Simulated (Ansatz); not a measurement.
`[CH3][Ga]([Cl])[C]#N` + propane → `C[CH](C)[Ga]([CH3])[Cl]` + `C#N` at 298.15 K and 1 bar (formal exchange of groups at a Ga–C bond).

Computed with Ansatz on PBE0-D4/def2-TZVP structures; ΔE is electronic, products minus reactants. CBS: MP2 limit from def2 TZ/QZ plus the TZ coupled-cluster correction, frozen cores. This one scheme is used for every species. For Ga outer-core shells are correlated without core-valence functions, which leaves a few kJ/mol of doubt a bond. Scalar relativity is left out up to krypton. Each species was taken in one conformer, which may not be the lowest.

| species | CCSD(T)/CBS energy (Eh) | H − E (kJ/mol) | S (J/(mol·K)) |
| --- | --- | --- | --- |
| `[CH3][Ga]([Cl])[C]#N` | -2516.38895 | 140.7 | 377.6 |
| `CCC` | -118.98051 | 285.9 | 268.4 |
| `C[CH](C)[Ga]([CH3])[Cl]` | -2542.02619 | 370.6 | 433.2 |
| `C#N` | -93.32098 | 52.4 | 201.2 |

H − E and S are ideal-gas, rigid-rotor, harmonic terms from PBE0-D4/def2-TZVP, for one conformer and one mirror image of each species. 1 Eh = 2625.50 kJ/mol, R = 8.31446 J/(mol·K).

Task: By hand: ΔE, ΔH, ΔS and ΔG.

Result: ΔE = (-2542.02619) + (-93.32098) − (-2516.38895) − (-118.98051) = 0.02229 Eh = 58.5 kJ/mol. Δ(H − E) = 370.6 + 52.4 − 140.7 − 285.9 = -3.6, so ΔH = 54.9 kJ/mol. ΔS = 433.2 + 201.2 − 377.6 − 268.4 = -11.6 J/(mol·K). ΔG = 54.9 − 298.15 × (-11.6)/1000 = 58.4 kJ/mol.

Task: By hand: the equilibrium constant, and the temperature at which ΔG would vanish if ΔH and ΔS stayed fixed.

Result: log₁₀ K = −ΔG/(RT ln 10) = -10.2. ΔH and −TΔS have one sign here, so there is no such temperature.

The number of gas molecules stays the same, so ΔS is small and ΔH decides. A doubt of 5 kJ/mol in ΔE shifts log₁₀ K by 0.9 here. Other conformers and mirror images would add mixing entropy, several J/(mol·K) or more a flexible species. Modes under 60 cm⁻¹, often nearly free rotors, make the harmonic entropy too high. These are equilibria of isolated gas molecules and say nothing of rates. Largest T1 diagnostic: 0.014 (customary marks: 0.02 for closed shells, 0.045 for open ones).

ΔS is within the doubt of such terms, so its sign, and with it that verdict, could turn.
